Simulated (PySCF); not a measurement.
C₃H₅N₃, SMILES N=c1[nH]cc[nH]1.

The structure is a stationary point at B3LYP-D3(BJ)/def2-SVP.

Two levels are set side by side: TDDFT-PBE/def2-SVPD (PySCF) and TDDFT-LC-ωPBE/def2-SVPD (PySCF). Vertical, same geometry. The lowest singlet is HOMO→LUMO+1 100 % with PBE and HOMO→LUMO 86 % with the other functional; states are paired by order. Differences are taken from unrounded values.

```json
[
 {"quantity": "lowest singlet excitation (eV)", "TDDFT-LC-ωPBE": "5.56"},
 {"quantity": "lowest triplet excitation (TDA) (eV)", "TDDFT-LC-ωPBE": "3.69"},
 {"quantity": "first bright state (f over 0.05) (eV)", "TDDFT-LC-ωPBE": "5.89"},
 {"quantity": "its oscillator strength", "TDDFT-LC-ωPBE": "0.11"}
]
```

Problem. What does TDDFT-PBE give, and how far is it from TDDFT-LC-ωPBE? (Estimate from the structure and the level; the computed values follow.)

Solution. 
```csv
quantity,TDDFT-PBE,TDDFT-PBE minus TDDFT-LC-ωPBE
lowest singlet excitation (eV),4.10,-1.46
lowest triplet excitation (TDA) (eV),3.56,-0.14
first bright state (f over 0.05) (eV),5.95,0.06
its oscillator strength,0.21,0.09
```

Functionals without exact exchange tend to place singlet excitations lower, as here. Differences between two approximate levels are no errors against the true value.

Rough cost on one machine, each run with all the roots and properties that it gave: TDDFT-LC-ωPBE against TDDFT-PBE about 5 times.
